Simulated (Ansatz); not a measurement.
Species: SnH2 (charge 0, triplet). This is an excited triplet: at this geometry the singlet lies 0.70 eV lower at CCSD(T)/CBS(def2-TZVPPD,def2-QZVPPD). 
Structure (B3LYP-D3(BJ)/def2-TZVP (Ansatz, a first-principles code) minimum search):
SMILES: [SnH2]
```xyz
3

Sn     0.0006    -0.0010    -0.0337
H      1.4723     0.0122     0.8709
H     -1.5044     0.0360     0.8136
```
Charge 0, spin multiplicity 3.

Parts of the frozen-core correlation energy in def2-SVP (Ansatz, hartree). Frozen orbitals: 9; correlated occupied orbitals by spin: 4 and 2; virtual: 23 and 25. UHF or UKS for open shells. Spin-orbit coupling is left out. In def2 rows, elements after Kr have scalar-relativistic effective core potentials.

```tsv
term	value
reference (HF)	-214.44627
MP2 opposite-spin	___
MP2 same-spin	-0.00906
CCSD correlation	___
(T)	___
CCSDT minus CCSD(T)	-0.00057
CCSDT(Q) minus CCSD(T)	-0.00060
T1 diagnostic	0.015
largest doubles amplitude	0.058
<S^2> of the reference	2.005
```

Q: Some entries are withheld; supply them.

A: 
- MP2 opposite-spin, value: -0.05336
- CCSD correlation, value: -0.08251
- (T), value: -0.00165
